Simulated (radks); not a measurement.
Problem. The mean radii <r> (bohr) of the occupied orbitals of an atom or ion are listed with their occupations. All-electron calculation, Dirac Kohn-Sham, PBE, spin-unpolarised, spherical densities, point nucleus. Program: a radial shooting solver on a logarithmic mesh with Libxc functionals.

| orbital | occ. | <r> |
|---|---|---|
| 1s1/2 | 2 | 0.04275 |
| 2s1/2 | 2 | 0.1891 |
| 2p1/2 | 2 | 0.1626 |
| 2p3/2 | 4 | 0.1665 |
| 3s1/2 | 2 | 0.5382 |
| 3p1/2 | 2 | 0.5385 |
| 3p3/2 | 4 | 0.5477 |
| 3d3/2 | 4 | 0.5383 |
| 3d5/2 | 4 | 0.5413 |
| 6d3/2 | 1 | 4.483 |

Name the element and its charge. Open shells, if any, fill j = l - 1/2 first.

Solution. Z = 35, bromine, charge +8: Br8+ in [Ar] 3d8 6d1. The 1s radius gives Z: for a bare nucleus <r> = (2 gamma + 1)/(2Z) with gamma = sqrt(1 - (Z/c)^2), 0.04191 bohr for Z = 35, and screening makes it slightly larger (0.04275 here). The occupations add up to 27, and the charge is Z minus that.
